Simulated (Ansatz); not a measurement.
Species: CH7Cl2NSi2, charge 0, multiplicity 1. 
Coordinates optimised at B3LYP-D3(BJ)/def2-TZVP (Ansatz, a first-principles code):
SMILES: [Si](N[SiH3])(Cl)(Cl)C
```xyz
13

C      1.8117    -0.8005    -0.7272
Si     0.4273     0.0229     0.1800
Cl     0.2571     1.9520    -0.5571
Cl     0.8684     0.1638     2.1913
N     -1.0574    -0.8126     0.0659
Si    -1.9178    -1.2711    -1.3719
H      1.9780    -1.8015    -0.3267
H      2.7302    -0.2219    -0.6270
H      1.5727    -0.8830    -1.7888
H     -1.5695    -0.8756     0.9359
H     -0.9711    -1.1244    -2.4982
H     -2.3719    -2.6777    -1.2755
H     -3.1045    -0.4179    -1.6136
```

PBE beside other levels, property by property. Correlated levels leave the core frozen unless marked. Open shells are spin-unrestricted. Spin-orbit coupling is left out. Non-relativistic. CBS marks a two-point X^-3 extrapolation of the correlation energy; Hartree-Fock from the larger set. The bracket is a focal-point correction in the basis named. Atomisation energies are electronic, to ground-state atoms; the column to compare with has the core term from cc-pwCVTZ added, other frozen-core levels have none. Vertical energies are electronic, to the SCF solution reached for that spin. The coupled-cluster column (Ansatz) is a level with limits of its own: (a) RI-MP2/CBS(aug-cc-pV(T+d)Z,aug-cc-pV(Q+d)Z)+[CCSD(T)-MP2]/aug-cc-pV(T+d)Z; (b) CCSD(T)/CBS(cc-pV(T+d)Z,cc-pV(Q+d)Z).

```
property                                        PBE/def2-TZVPD (Ansatz)  SVWN5/def2-TZVPD (Ansatz)  B3LYP-D3(BJ)/def2-TZVPD (Ansatz + dftd3)  wB97M-V/def2-TZVPD (Ansatz)  coupled cluster
----------------------------------------------  -----------------------  -------------------------  ----------------------------------------  ---------------------------  ---------------
atomisation energy (kcal/mol)                                    1080.8                     1217.0                                    1083.4                       1090.6       1092.2 (b)
vertical triplet-singlet gap (eV)                                  5.66                       5.65                                      6.08                         6.53         6.52 (a)
vertical ionisation energy to the doublet (eV)                     9.44                       9.58                                      9.81                        10.12        10.30 (a)
```

As the rows show:
- atomisation energy: PBE lies 11.4 kcal/mol below coupled cluster.
- vertical triplet-singlet gap: PBE lies 0.86 eV below coupled cluster.
- vertical ionisation energy to the doublet: PBE lies 0.86 eV below coupled cluster.
